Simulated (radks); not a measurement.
S+, 15 electrons, occupied as [Ne] 3s2 3p3. Calculated with a radial shooting solver on a logarithmic mesh with Libxc functionals: non-relativistic Kohn-Sham, SCAN, spin-unpolarised, spherical densities, point nucleus; meta-GGA in the generalised Kohn-Sham scheme. Some entries of the table are withheld. Estimate them.

| orbital | occ. | eigenvalue (hartree) | <1/r> (bohr^-1) | <r> (bohr) |
|---|---|---|---|---|
| 1s | 2 | -89.04535 | 15.55 | 0.09732 |
| 2s | 2 | -8.34905 | (1) | (2) |
| 2p | 6 | -6.29234 | 2.957 | 0.4420 |
| 3s | 2 | (3) | (4) | 1.652 |
| 3p | 3 | -0.62408 | 0.7104 | 1.892 |

Answer. 
(1) 2s <1/r> (bohr^-1): 3.061
(2) 2s <r> (bohr): 0.4788
(3) 3s eigenvalue (hartree): -1.03848
(4) 3s <1/r> (bohr^-1): 0.8258
